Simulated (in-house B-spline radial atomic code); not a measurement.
**RPA and G0W0 on Hartree-Fock: F-**

Configuration [He] 2s2 2p6, mean-field start Hartree-Fock. Computed with an all-electron radial atomic-structure program (B-spline basis): all electrons, scalar-relativistic (spin-free one-electron X2C), finite nucleus, each spin shell either full or empty, empty states to l = 9 with an (l + 1/2)⁻⁴ tail; G0W0 by contour deformation at full frequency.

Command:
```bash
python run_gw.py task.json out
```
Settings (radii: box in bohr, nucleus in fm):
```
Z                        9
electrons                10
configuration            [He] 2s2 2p6
hamiltonian              x2c
method                   hf
lmax                     9
rms_radius               2.8976
spin_polarised           False
box_radius               60
intervals                76
```

Time taken, with all properties: 1 s on 1 thread of Arm Neoverse V2 (shared host).

Energies (hartree):

| term | value |
| --- | --- |
| mean-field total | -99.54625 |
| Hartree-Fock functional on these orbitals | -99.54625 |
| direct second order | -0.62154 |
| second-order exchange | 0.21916 |
| SOSEX correction | 0.19092 |

Task: What is the RPA correlation energy, and what remains with SOSEX?

Result: RPA gives -0.50878 hartree (-1.38 eV per electron); RPA + SOSEX gives -0.31785, and the second-order doubles (MP2) -0.40238 hartree. RPA lacks exchange-type terms and so overcorrelates at short range.

Quasi-particle levels (eV):

```tsv
level	occupied	mean field	Σx - vxc	Σc	QP weight	G0W0
2p	yes	-4.915	0.00	?	?	?
```

G0W0 = mean field + (Σx - vxc) + Σc, with Σc (partial-wave tail included) taken at the quasi-particle energy. Levels of low weight are left out.

Task: Where does G0W0 put 2p?

Result: At -3.605 eV, with Σc = 1.31 eV and a quasi-particle weight of 0.901. The tabulated removal energy is 3.401 eV (electron affinity of the neutral atom).
